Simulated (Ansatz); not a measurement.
`[SiH3]P[SiH3]` + `NC(O)(F)F` → `NC(F)(F)O[SiH3]` + `[SiH3]P`  (cleavage of the Si–P bond)

Calculated with Ansatz (gas phase, PBE0-D4/def2-TZVP geometries, no zero-point term in ΔE). CCSD(T)/CBS is the MP2 limit (def2-TZVPP, def2-QZVPP) plus CCSD(T) − MP2 in def2-TZVPP, frozen cores. This one scheme is used for every species. DFT in def2-TZVPP. Each species was taken in one conformer, which may not be the lowest.

`[SiH3]P[SiH3]`:

```xyz
10

Si   -0.317    0.743    1.471
P    -1.343   -0.250   -0.268
Si    0.544   -0.932   -1.285
H    -1.318    1.545    2.221
H     0.811    1.627    1.071
H     0.205   -0.333    2.353
H    -1.458    0.946   -1.030
H     0.204   -1.415   -2.649
H     1.094   -2.061   -0.491
H     1.579    0.131   -1.393
```

`NC(O)(F)F`:

```xyz
8

N     0.538   -0.066   -1.053
C     0.170    0.089    0.291
O    -1.151   -0.160    0.528
F     0.925   -0.737    1.059
F     0.465    1.351    0.692
H     0.011    0.572   -1.634
H     0.368   -1.017   -1.353
H    -1.326   -0.032    1.469
```

`NC(F)(F)O[SiH3]`:

Cartesian coordinates in Å:
```
N -1.527 -0.457 1.257
C -0.463 -0.596 0.361
F 0.614 -1.114 1.015
F -0.711 -1.523 -0.627
O -0.166 0.584 -0.211
Si 1.304 0.985 -0.898
H -2.260 0.108 0.854
H -1.884 -1.357 1.547
H 1.013 2.221 -1.655
H 1.770 -0.095 -1.800
H 2.310 1.244 0.157
```

`[SiH3]P`:

```xyz
7

Si   -0.705    0.407   -0.094
P     0.776   -1.280    0.125
H    -1.691    0.298    1.012
H    -1.412    0.232   -1.389
H    -0.087    1.758   -0.060
H     1.438   -0.680    1.230
H     1.681   -0.734   -0.824
```

CCSD(T)/CBS gives -55.5 kJ/mol.

Question: Another level gave -78.1 kJ/mol. Which?
A. HF/def2-TZVPP
B. B2PLYP/def2-TZVPP
C. r2SCAN-D4/def2-TZVPP
D. ωB97M-V/def2-TZVPP

Answer: A. HF/def2-TZVPP -78.1, ωB97M-V -58.3, r2SCAN-D4 -51.6, B2PLYP -62.4 kJ/mol.

Largest T1 diagnostic among the species: 0.013.

From PBE to PBE0 (25 % exact exchange), in def2-TZVPP and without D4, ΔE moves by −3.1 kJ/mol. In def2-TZVPP, CCSD(T) changes the Hartree–Fock value by +21.2 kJ/mol (the triples alone add +3.6 kJ/mol) and MP2 by +21.3 kJ/mol.
